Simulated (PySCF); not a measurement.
Excitation energies in several basis sets

C4H4FNSi.
Cartesian coordinates in Å at the PBE0-D3(BJ)/def2-SVP level; atoms count from 1:
```
atom  x, y, z in Å
N1     3.3790   -0.6921    0.5717
C2     2.2633   -0.4304    0.3865
C3     0.8914   -0.1680    0.1548
C4     0.2472    1.0250    0.1272
C5    -1.1694    0.7511   -0.3063
F6    -2.1218    1.2676    0.5331
Si7   -0.7011   -1.1187   -0.1681
H8     0.6608    2.0170    0.3526
H9    -1.3647    1.1234   -1.3289
H10   -0.7806   -2.0024   -1.3678
H11   -1.2661   -1.7984    1.0290
```

TDDFT with PBE0 (PySCF), vertical singlets, core orbitals frozen in the response, spherical d and f functions. Geometry: PBE0-D3(BJ)/def2-SVP; no solvent, vibrations or thermal averaging.

Problem. How do the low singlets change with the basis? Take def2-SVP, 6-31+G*, aug-cc-pVDZ and def2-TZVP.

Solution. 

```
      basis  functions  diffuse  S1 (eV)  S2 (eV)  S3 (eV)  S4 (eV)  S5 (eV)  LUMO (eV)  α (au)
   def2-SVP        122       no     5.19     5.37     6.04     6.46     6.61      -2.02    68.1
    6-31+G*        138      yes     5.21     5.36     5.96     6.37     6.51      -2.14    74.3
aug-cc-pVDZ        201      yes     5.15     5.31     5.92     6.35     6.46      -2.16    79.5
  def2-TZVP        247       no     5.14     5.29     5.93     6.39     6.44      -2.14    75.4
```

States are compared by their number. Against the largest diffuse basis here (aug-cc-pVDZ, itself not a converged limit), sets without diffuse functions differ by up to 0.03 eV in S1 and 0.15 eV in S5; the smaller diffuse sets differ by up to 0.06 and 0.05 eV. State by state, the largest deviation of a set without diffuse functions is S1 0.03, S2 0.05, S3 0.13, S4 0.11, S5 0.15 eV. The same number needn't mean the same state in each row. Against aug-cc-pVDZ the polarisability deviates by -14% in def2-SVP, -6% in 6-31+G*, -5% in def2-TZVP. A single + in a Pople set puts diffuse functions on heavy atoms only.
